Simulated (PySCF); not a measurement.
A PySCF script (with the pyscf-properties extension) for the NMR shieldings of SMILES [BH3-][S@+](C)C[S@@](C)=O, C3H11BOS2, on a GFN2-xTB geometry:

```python
import basis_set_exchange as bse
import numpy as np
from pyscf import gto, dft
from pyscf.prop import nmr

atoms = """
B    -2.117096   -1.311298    0.793640
S    -0.849875    0.191817    0.568470
C    -1.560331    1.046895   -0.870254
C     0.517194   -0.648485   -0.276449
S     1.831540    0.545389   -0.877199
C     2.466977    0.931096    0.806415
O     2.830588   -0.308883   -1.508765
H    -3.107562   -0.777849    1.163178
H    -1.602237   -1.991599    1.615294
H    -2.187143   -1.801161   -0.285476
H    -1.926822    0.309075   -1.577408
H    -0.807461    1.684610   -1.322564
H    -2.388588    1.645712   -0.504960
H     0.141830   -1.187932   -1.144485
H     0.969500   -1.350874    0.419386
H     3.250312    1.674426    0.700361
H     1.652165    1.325513    1.402176
H     2.878251    0.029866    1.246995
"""
names = dict.fromkeys(["B", "S", "C", "O", "H"], "pcSseg-1")
basis = {el: gto.basis.parse(bse.get_basis(n, elements=[el], fmt="nwchem")) for el, n in names.items()}
mol = gto.M(atom=atoms, basis=basis, charge=0, verbose=0)
mf = dft.RKS(mol, xc="PBE0")
mf.grids.level = 2
mf.grids.alignment = dft.numint.BLKSIZE   # the property module wants whole blocks of grid points
mf.conv_tol = 1e-9
mf.kernel()

calc = nmr.RKS(mf)   # GIAO
C = mf.mo_coeff
Co = C[:, mf.mo_occ > 0]
resp = mf.gen_response(singlet=True, hermi=2)
def vind(x):   # induced exchange potential for any number of trial vectors
    d = np.einsum("pi,xij,qj->xpq", C, 2 * x.reshape(-1, C.shape[1], Co.shape[1]), Co, optimize=True)
    return np.einsum("xpq,pi,qj->xij", resp(d - d.transpose(0, 2, 1)), C, Co, optimize=True).ravel()
mo1, _ = nmr.rhf.solve_mo1(calc, with_cphf=vind)
sigma = calc.kernel(mo1)
for i, s in enumerate(sigma):   # ppm
    print("%2d %-2s %9.2f" % (i, mol.atom_pure_symbol(i), np.trace(s) / 3))
```

Question: Give the expected output.

Answer: 
```
 0 B     123.31
 1 S     503.96
 2 C     155.21
 3 C     114.61
 4 S     179.69
 5 C     140.81
 6 O     271.94
 7 H      29.52
 8 H      29.56
 9 H      30.00
10 H      29.70
11 H      29.33
12 H      29.52
13 H      28.49
14 H      28.32
15 H      28.87
16 H      29.31
17 H      29.41
```

These numbers come from an equivalent density-fitted implementation of the same equations, which agrees with the script to about 0.01 ppm for H and up to a few tenths of a ppm for heavy atoms, so last digits may differ.

Size and cost of the density-fitted run: 188 basis functions, 57 s wall time on 1 thread of an Arm Neoverse N1, shared host; peak memory 0.83 GiB.
